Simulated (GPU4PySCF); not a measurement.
DNBDT (C26H14S2), SMILES c12c3c(cc4c(cccc4)c3)sc1cc1c3cc4c(cc3sc1c2)cccc4.

Geometry optimised at PBE-D3(BJ)/def2-SVP.

These are PBE-D3(BJ)/def2-SVP run with GPU4PySCF values and carry that method's errors.

Frequencies are harmonic and unscaled.

**Question.** List the normal modes with their intensities. (Estimate from the structure and the level; the computed values follow.)

**Answer.** 
| mode | ν (cm⁻¹) | IR (km/mol) | moving atoms (share of kinetic energy) |
|---|---|---|---|
| 1 | 22 | 0.2 | C 78 %, S 15 % |
| 2 | 53 | 0.0 | C 76 %, H 16 % |
| 3 | 65 | 0.2 | C 78 %, S 14 %, H 8 % |
| 4 | 65 | 0.0 | C 83 %, H 11 % |
| 5 | 97 | 0.0 | C 66 %, S 21 %, H 12 % |
| 6 | 118 | 0.8 | C 77 %, S 14 %, H 9 % |
| 7 | 127 | 0.0 | C 77 %, S 16 % |
| 8 | 139 | 0.0 | C 59 %, S 34 % |
| 9 | 189 | 0.0 | C 82 %, H 12 % |
| 10 | 222 | 0.0 | C 86 % |
| 11 | 247 | 0.0 | C 83 %, H 17 % |
| 12 | 259 | 0.0 | C 75 %, H 16 %, S 9 % |
| 13 | 274 | 0.8 | C 75 %, S 15 %, H 10 % |
| 14 | 290 | 0.0 | C 75 %, S 17 % |
| 15 | 290 | 0.0 | C 89 %, H 10 % |
| 16 | 335 | 0.0 | C 53 %, S 39 %, H 9 % |
| 17 | 354 | 0.0 | S 62 %, C 35 % |
| 18 | 355 | 0.4 | C 63 %, S 33 % |
| 19 | 362 | 0.0 | C 86 %, H 14 % |
| 20 | 397 | 6.3 | C 75 %, S 20 % |
| 21 | 404 | 5.9 | C 74 %, H 26 % |
| 22 | 420 | 0.2 | C 70 %, H 30 % |
| 23 | 434 | 0.0 | C 81 %, H 19 % |
| 24 | 471 | 0.0 | C 68 %, H 32 % |
| 25 | 472 | 26.9 | C 67 %, H 33 % |
| 26 | 515 | 0.0 | C 73 %, S 19 % |
| 27 | 526 | 0.0 | C 80 %, S 13 % |
| 28 | 530 | 0.6 | C 82 %, H 17 % |
| 29 | 534 | 0.2 | C 61 %, S 32 % |
| 30 | 541 | 0.0 | C 79 %, H 20 % |
| 31 | 562 | 7.8 | C 75 %, S 20 % |
| 32 | 576 | 0.0 | C 80 %, H 10 %, S 10 % |
| 33 | 601 | 31.2 | C 88 % |
| 34 | 602 | 0.0 | C 89 %, H 8 % |
| 35 | 619 | 0.9 | C 91 % |
| 36 | 624 | 18.0 | C 77 %, S 16 % |
| 37 | 643 | 0.0 | C 89 % |
| 38 | 681 | 0.0 | C 89 %, H 10 % |
| 39 | 710 | 5.0 | C 87 %, H 8 % |
| 40 | 720 | 0.0 | C 89 % |
| 41 | 729 | 24.3 | C 60 %, H 40 % |
| 42 | 735 | 0.0 | H 75 %, C 25 % |
| 43 | 743 | 33.1 | H 53 %, C 47 % |
| 44 | 760 | 0.0 | C 66 %, H 34 % |
| 45 | 764 | 0.0 | C 87 %, H 12 % |
| 46 | 771 | 0.0 | C 64 %, H 36 % |
| 47 | 771 | 0.1 | C 64 %, H 36 % |
| 48 | 780 | 2.4 | C 81 %, H 18 % |
| 49 | 816 | 0.0 | C 83 %, H 10 % |
| 50 | 837 | 0.3 | H 74 %, C 26 % |
| 51 | 837 | 0.0 | H 74 %, C 26 % |
| 52 | 859 | 50.9 | H 65 %, C 35 % |
| 53 | 864 | 0.0 | H 65 %, C 35 % |
| 54 | 871 | 4.3 | C 90 %, H 9 % |
| 55 | 874 | 18.7 | H 61 %, C 39 % |
| 56 | 874 | 0.0 | H 57 %, C 43 % |
| 57 | 891 | 0.0 | C 89 %, H 10 % |
| 58 | 897 | 1.1 | C 53 %, H 47 % |
| 59 | 897 | 0.0 | C 54 %, H 46 % |
| 60 | 946 | 26.3 | C 86 %, H 11 % |
| 61 | 947 | 0.0 | H 70 %, C 30 % |
| 62 | 947 | 4.3 | H 70 %, C 30 % |
| 63 | 977 | 0.0 | H 73 %, C 27 % |
| 64 | 977 | 0.0 | H 73 %, C 27 % |
| 65 | 1002 | 0.0 | C 86 %, H 10 % |
| 66 | 1024 | 8.3 | C 56 %, H 44 % |
| 67 | 1024 | 0.0 | C 57 %, H 43 % |
| 68 | 1046 | 43.1 | H 54 %, C 45 % |
| 69 | 1064 | 14.5 | C 71 %, H 26 % |
| 70 | 1068 | 0.0 | C 66 %, H 32 % |
| 71 | 1119 | 11.5 | H 69 %, C 31 % |
| 72 | 1120 | 0.0 | H 69 %, C 31 % |
| 73 | 1134 | 2.5 | H 94 % |
| 74 | 1135 | 0.0 | H 94 % |
| 75 | 1178 | 0.4 | C 54 %, H 46 % |
| 76 | 1191 | 0.0 | H 62 %, C 38 % |
| 77 | 1193 | 2.6 | H 72 %, C 27 % |
| 78 | 1196 | 0.0 | H 59 %, C 41 % |
| 79 | 1199 | 0.0 | H 75 %, C 25 % |
| 80 | 1231 | 44.2 | C 71 %, H 28 % |
| 81 | 1241 | 0.0 | H 56 %, C 44 % |
| 82 | 1245 | 12.7 | C 58 %, H 42 % |
| 83 | 1284 | 0.0 | C 90 %, H 10 % |
| 84 | 1310 | 33.5 | C 66 %, H 34 % |
| 85 | 1334 | 0.0 | C 68 %, H 32 % |
| 86 | 1355 | 36.7 | C 77 %, H 22 % |
| 87 | 1380 | 12.6 | C 73 %, H 26 % |
| 88 | 1390 | 0.0 | C 69 %, H 31 % |
| 89 | 1411 | 1.7 | C 95 % |
| 90 | 1415 | 0.0 | C 91 %, H 9 % |
| 91 | 1418 | 29.1 | C 90 %, H 10 % |
| 92 | 1429 | 0.0 | C 89 %, H 11 % |
| 93 | 1436 | 28.4 | C 83 %, H 17 % |
| 94 | 1440 | 54.0 | C 83 %, H 17 % |
| 95 | 1454 | 0.0 | C 85 %, H 15 % |
| 96 | 1485 | 15.4 | C 92 %, H 8 % |
| 97 | 1499 | 0.0 | C 83 %, H 17 % |
| 98 | 1503 | 30.4 | C 84 %, H 16 % |
| 99 | 1542 | 0.0 | C 98 % |
| 100 | 1579 | 0.0 | C 95 % |
| 101 | 1580 | 2.4 | C 95 % |
| 102 | 1605 | 0.0 | C 95 % |
| 103 | 1612 | 0.0 | C 94 % |
| 104 | 1614 | 14.5 | C 94 % |
| 105 | 1635 | 0.0 | C 93 % |
| 106 | 1636 | 19.0 | C 94 % |
| 107 | 3106 | 0.0 | H 92 % |
| 108 | 3106 | 3.7 | H 92 % |
| 109 | 3109 | 0.1 | H 92 %, C 8 % |
| 110 | 3109 | 11.3 | H 92 %, C 8 % |
| 111 | 3111 | 1.5 | H 92 %, C 8 % |
| 112 | 3111 | 0.0 | H 92 %, C 8 % |
| 113 | 3120 | 4.7 | H 92 %, C 8 % |
| 114 | 3120 | 0.1 | H 92 %, C 8 % |
| 115 | 3124 | 17.4 | H 91 %, C 9 % |
| 116 | 3124 | 18.7 | H 91 %, C 9 % |
| 117 | 3125 | 4.7 | H 92 %, C 8 % |
| 118 | 3127 | 0.0 | H 92 %, C 8 % |
| 119 | 3135 | 51.4 | H 91 %, C 9 % |
| 120 | 3135 | 0.0 | H 91 %, C 9 % |
